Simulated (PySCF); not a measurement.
Compound: C2H5BrSi.
SMILES with atom numbers: `[Br:1][SiH:2]1[CH2:3][CH2:4]1` (hydrogens: H5 on Si2; H6, H7 on C3; H8, H9 on C4)

The calculation used PySCF, PBE0-D3(BJ)/def2-SVP geometry optimisation, gas phase.

**Question.** Give the optimised bond lengths and angles.

**Answer.** 
```tsv
bond	length (Å)	order
Br1–Si2	2.213	single
Si2–C3, Si2–C4	1.846	single
C3–C4	1.553	single
Si2–H5	1.480	single
C3–H6, C4–H8	1.096	single
C3–H7, C4–H9	1.096	single
```

Bonds in one row agree within 0.01 Å and their mean is given. Orders are formal, as drawn. A selection of angles:
```tsv
angle	degrees
Br1–Si2–C3	119.0
Br1–Si2–H5	111.7
C3–Si2–C4	49.8
C3–Si2–H5	122.2
Si2–C3–C4	65.1
Si2–C3–H6	119.7
Si2–C3–H7	118.9
C4–C3–H6	116.9
C4–C3–H7	116.1
H6–C3–H7	112.4
```

Torsions: Br1–Si2–C3–C4 -105° (anticlinal); Br1–Si2–C4–C3 105° (anticlinal).

Si2 (SiH silicon) has angles from 49.8° to 122.2°. The 3-membered ring Si2–C3–C4 has internal angles of 49.8° to 65.1°.

Point group: Cs (every atom within 0.08 Å of its image). No frequency check.
